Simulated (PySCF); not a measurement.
Where the electron goes

Species: C₂H₁₁Ge₂N.
SMILES with atom numbers: `[CH3:1][CH2:2][N:3]([GeH3:4])[GeH3:5]` (hydrogens: H6, H7, H8 on C1; H9, H10 on C2; H11, H12, H13 on Ge4; H14, H15, H16 on Ge5)

Geometry (PBE0-D3(BJ)/def2-SVP, Å), atoms numbered from 1 in this order:
```xyz
16
C2H11Ge2N angstrom
C     -1.4651   -0.2363    0.8752
C     -0.6414    0.1464   -0.3476
N      0.8002    0.1413   -0.1397
Ge     1.6868   -1.4648   -0.2759
Ge     1.5711    1.6365    0.6042
H     -2.5432   -0.2156    0.6507
H     -1.2105   -1.2501    1.2231
H     -1.2795    0.4563    1.7114
H     -0.9512    1.1497   -0.6959
H     -0.8871   -0.5382   -1.1812
H      1.1536   -2.1730   -1.5384
H      1.4540   -2.3948    0.9399
H      3.1893   -1.1572   -0.3890
H      1.2970    1.7725    2.1220
H      3.0887    1.5371    0.3770
H      0.9660    2.8627   -0.1099
```

The calculation used TDDFT wB97X-D/def2-SVPD, vertical, gas phase, core orbitals frozen in the response (PySCF 2.14.0, density-fitted response routines). The wB97X-D/def2-SVPD calculation is non-relativistic and has no spin–orbit coupling, an omission that weighs most on germanium.

Frontier orbitals with the atoms that hold most of them (Löwdin shares over 4%, at most four atoms; ? is withheld):

| orbital | ε (eV) | atoms |
| --- | --- | --- |
| HOMO-3 | -11.26 | Ge5 21%, Ge4 21%, H14 13%, H12 13% |
| HOMO-2 | -11.12 | Ge4 20%, Ge5 20%, H11 12%, H16 12% |
| HOMO-1 | -10.71 | ? |
| HOMO | ? | ? |
| LUMO | 1.70 | Ge5 28%, Ge4 28%, H15 6%, H13 6% |
| LUMO+1 | 1.87 | Ge4 22%, Ge5 22%, N3 10%, H11 6% |
| LUMO+2 | 2.29 | Ge5 30%, Ge4 29%, H12 6%, H14 6% |

(1) Give the leading atoms of the HOMO-1.

(2) Give the leading atoms of the HOMO.

(3) What is the HOMO energy, and the HOMO–LUMO gap?

## Answers

(1) N3 (bonded to C and 2 Ge) 27%; C2 (bonded to C, N and 2 H) 17%; Ge4 (bonded to N and 3 H) 9%; Ge5 (bonded to N and 3 H) 9%. By element: nitrogen 27%, germanium 18%, carbon 17% or more.

(2) N3 (bonded to C and 2 Ge) 55%; C2 (bonded to C, N and 2 H) 8%; Ge5 (bonded to N and 3 H) 8%; Ge4 (bonded to N and 3 H) 8%. By element: nitrogen 55%, germanium 15%, carbon 8% or more.

(3) ε(HOMO) = -8.38 eV; the gap is 10.08 eV (0.3704 hartree).

Q: The HOMO–LUMO gap is 10.08 eV. Where does the response calculation put the lowest singlet, and from which orbitals?

A: S1 is at 5.74 eV (f = 0.0014), 4.34 eV below the gap, made of HOMO→LUMO+1 (74%), HOMO→LUMO (20%). Its leading pair isn't HOMO and LUMO; the energies of that pair differ by 10.25 eV. 

Next come S2 at 6.28 eV (f 0.039), HOMO→LUMO (69%), HOMO→LUMO+1 (18%); S3 at 6.46 eV (f 0.0038), HOMO→LUMO+3 (86%); S4 at 6.95 eV (f 0.0096), HOMO→LUMO+2 (79%), HOMO→LUMO+5 (8%); S5 at 7.17 eV (f 0.0030), HOMO→LUMO+4 (91%).

One conformer stands for the species.
